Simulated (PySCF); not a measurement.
Gas-phase equilibrium of 1 mol H2S, 56 mol SO2 at 1000 K and 0.00100 bar, among 21 species (S2O, SO2, O2, O, S2, S6, HO2, H2S2, H2O, H, H2O2, H2S, O3, SO, SH, H2, S8, S, SO3, H2SO4, OH). Only gases are allowed; each row takes one source of thermochemistry for all species, and Cantera finds the minimum.

Computed with PySCF and rigid-rotor harmonic-oscillator thermochemistry at 1 bar. † marks an energy on the PBE0/def2-TZVP geometry and frequencies; other levels use their own. CCSD(T) freezes the core. Open shells (unrestricted) among the columns below: O2 (multiplicity 3), S2 (multiplicity 3), SO (multiplicity 3); the rest are closed-shell singlets. CCSD(T) isn't extrapolated to the basis-set limit. The harmonic model lacks anharmonicity and excited electronic states, which grow with temperature; levels with a mode under 35 cm⁻¹ are left out. Warning, large T1 diagnostic: S2O, SO2 (CCSD(T)/def2-SVP†).

Molecules larger than those listed are left out.

Mole fractions:

```csv
thermochemistry,x SO2,x H2O,x SO,x S2,x S2O,x H2,x H2S,x O2
BLYP/def2-TZVP†,0.97,0.016,0.0014,0.012,0.00015,0.0010,3.9e-5,1.1e-10
CCSD(T)/def2-SVP†,0.96,0.017,0.017,0.0087,4.1e-6,5.2e-7,5.3e-7,2.9e-5
PBE/def2-SVP,0.97,0.017,0.0034,0.012,0.00014,2.5e-5,7.7e-6,2.0e-6
PBE0/def2-SVP†,0.96,0.017,0.013,0.0100,1.0e-5,3.4e-7,3.8e-7,0.00012
PBE0/def2-TZVP,0.97,0.017,0.00073,0.013,5.9e-5,5.1e-5,1.9e-5,2.5e-10
LDA/def2-TZVP†,0.97,0.017,1.3e-5,0.0097,0.0038,0.00032,0.00058,<1e-12
```
The most sensitive of these is O2: it spans a factor of 10^8.1 over these rows; at this temperature one factor of ten is RT ln 10 = 19 kJ/mol.
